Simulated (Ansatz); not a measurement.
Consider the redistribution: `COB(F)[SiH2]F` + `[CH3][GeH]([F])[Cl]` → `COB(F)Cl` + `[CH3][GeH]([F])[SiH2]F`.

Gas-phase electronic energies from Ansatz, PBE0-D4/def2-TZVP geometries. CBS: MP2 limit from def2 TZ/QZ plus the TZ coupled-cluster correction, frozen cores. For Ge outer-core shells are correlated without core-valence functions, which leaves a few kJ/mol of doubt a bond. Scalar relativity is left out up to krypton. One conformer a species, not always the lowest.

```
                 species  HF/CBS(def2) energy (Eh)
         `COB(F)[SiH2]F`                -628.48549
   `[CH3][GeH]([F])[Cl]`               -2674.74677
              `COB(F)Cl`                -698.39827
`[CH3][GeH]([F])[SiH2]F`               -2604.83994
```

Task: Work out ΔE.

Result: ΔE = (-698.39827) + (-2604.83994) − (-628.48549) − (-2674.74677) = -0.00595 Eh = -15.6 kJ/mol. CCSD(T)/CBS gives -22.9 kJ/mol.

Largest T1 diagnostic among the species: 0.013.

In def2-TZVPP, CCSD(T) changes the Hartree–Fock value by −5.9 kJ/mol (the triples alone add −0.1 kJ/mol) and MP2 by −7.7 kJ/mol.
